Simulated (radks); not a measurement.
Species: Mo+. Configuration: [Kr] 4d5 (the NIST ground configuration). All-electron calculation, scalar-relativistic Kohn-Sham, r2SCAN, spin-polarised, spherical densities, finite nucleus; open shells are filled with parallel spins first (spin-orbit coupling, left out, can overturn this in heavy ions); meta-GGA in the generalised Kohn-Sham scheme; Fermi nuclear charge, rms radius 4.4091 fm. Program: a radial shooting solver on a logarithmic mesh with Libxc functionals.

Normalised radial functions P(r) = r R(r), r in bohr:

r	3d down
0.003128	0.0001
0.004105	0.0001
0.005388	0.0003
0.007073	0.0006
0.009284	0.0013
0.01219	0.0028
0.01612	0.0060
0.02116	0.0126
0.02778	0.0257
0.03646	0.0515
0.04786	0.0998
0.06282	0.1858
0.08245	0.3287
0.1091	0.5527
0.1432	0.8450
0.188	1.1730
0.2467	1.4518
0.3238	1.5682
0.4251	1.4379
0.5624	1.0757
0.7382	0.6426
0.969	0.2926
1.272	0.0959
1.669	0.0207
2.191	0.0027
2.899	0.0002
3.806	0.0000
4.995	0.0000
6.557	0.0000

3d down: eigenvalue -229.09 eV, 0 radial nodes, <r> = 0.415 bohr, 90 % of the charge inside 0.663 bohr.
